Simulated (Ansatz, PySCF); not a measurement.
C3H5BN2, SMILES B1(N)C=NC=C1.

Geometry optimised at PBE-D3(BJ)/def2-SVP. This is a generated structure with no PubChem entry under its InChIKey; it may be hypothetical. The values are those of a single conformer.

Vertical ionisation energy (IE) and electron affinity (EA) in eV. Rows of orbital energies are one-electron estimates. Where ΔSCF, EOM or ADC give a negative EA the extra electron is unbound and the value depends on the basis.

```json
[
 {"level": "−ε(HOMO), −ε(LUMO), CAM-B3LYP/def2-TZVP (PySCF)", "IE": "?", "EA": "?"},
 {"level": "−ε(HOMO), −ε(LUMO), PBE/def2-TZVP (PySCF)", "IE": "5.59", "EA": "3.20"},
 {"level": "ΔSCF, CAM-B3LYP/def2-TZVPD (Ansatz), final states of multiplicity 2 and 2", "IE": "8.93", "EA": "0.44"},
 {"level": "ΔSCF, PBE/def2-TZVPD (Ansatz), final states of multiplicity 2 and 2", "IE": "8.79", "EA": "0.50"}
]
```

Task: What belongs in the gaps? (The exact figures need the calculation; the answer reports its results.)

Result: 
- −ε(HOMO), −ε(LUMO), CAM-B3LYP/def2-TZVP (PySCF), IE: 8.09
- −ε(HOMO), −ε(LUMO), CAM-B3LYP/def2-TZVP (PySCF), EA: 1.11

Task: What vertical singlet–triplet gap does ΔSCF give with CAM-B3LYP/def2-TZVPD (Ansatz, a quantum-chemistry and plane-wave program) and with PBE/def2-TZVPD (Ansatz)? (Estimate from the structure and the level; the computed values follow.)

Result: 2.25 and 2.15 eV (triplet above singlet where positive).
